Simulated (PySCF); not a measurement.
# Mo⁺ (molybdenum, charge +1) across methods

[Kr] 4d4 5p1, one real determinant (an excited configuration). All numbers are calculated (PySCF 2.14, scalar relativity through the core potential, in def2-QZVPPD with the def2 core potential (28 electrons) (7s5p4d3f2g, 81 functions)).

```json
{"method": "LDA", "E (hartree)": "-67.4470", "mean ε 4p β (eV)": "-48.740", "mean ε 4d α (eV)": "-14.935", "mean ε 5p α (eV)": "-8.145", "Σ⟨r²⟩ (bohr²)": "45.16", "⟨S²⟩": "8.750"}
{"method": "PW91", "E (hartree)": "-67.6723", "mean ε 4p β (eV)": "-48.784", "mean ε 4d α (eV)": "-14.938", "mean ε 5p α (eV)": "-8.082", "Σ⟨r²⟩ (bohr²)": "45.10", "⟨S²⟩": "8.750"}
{"method": "MN15", "E (hartree)": "-67.4859", "mean ε 4p β (eV)": "-51.661", "mean ε 4d α (eV)": "-16.868", "mean ε 5p α (eV)": "-8.842", "Σ⟨r²⟩ (bohr²)": "45.05", "⟨S²⟩": "8.751"}
{"method": "UHF", "E (hartree)": "-67.13242", "mean ε 4p β (eV)": "-56.542", "mean ε 4d α (eV)": "-20.640", "mean ε 5p α (eV)": "-9.608", "Σ⟨r²⟩ (bohr²)": "46.40", "⟨S²⟩": "8.753"}
{"method": "r2SCAN", "E (hartree)": "-67.6613", "mean ε 4p β (eV)": "-49.388", "mean ε 4d α (eV)": "-15.223", "mean ε 5p α (eV)": "-8.107", "Σ⟨r²⟩ (bohr²)": "45.02", "⟨S²⟩": "8.751"}
{"method": "PBEsol", "E (hartree)": "-67.5154", "mean ε 4p β (eV)": "-48.622", "mean ε 4d α (eV)": "-14.851", "mean ε 5p α (eV)": "-8.046", "Σ⟨r²⟩ (bohr²)": "45.12", "⟨S²⟩": "8.750"}
{"method": "PBE", "E (hartree)": "-67.6368", "mean ε 4p β (eV)": "-48.708", "mean ε 4d α (eV)": "-14.879", "mean ε 5p α (eV)": "-8.038", "Σ⟨r²⟩ (bohr²)": "45.17", "⟨S²⟩": "8.751"}
{"method": "M06-2X", "E (hartree)": "-67.5118", "mean ε 4p β (eV)": "-53.165", "mean ε 4d α (eV)": "-17.849", "mean ε 5p α (eV)": "-9.155", "Σ⟨r²⟩ (bohr²)": "45.19", "⟨S²⟩": "8.750"}
```

Q: Estimate the same row for PBE0.

A: E (hartree) = -67.6229; mean ε 4p β (eV) = -50.977; mean ε 4d α (eV) = -16.468; mean ε 5p α (eV) = -8.529; Σ⟨r²⟩ (bohr²) = 45.27; ⟨S²⟩ = 8.751.

⟨L²⟩ = 8.00 against 12 for a pure F term, so this real determinant mixes terms. Energies and moments cover only the electrons outside the core potential.
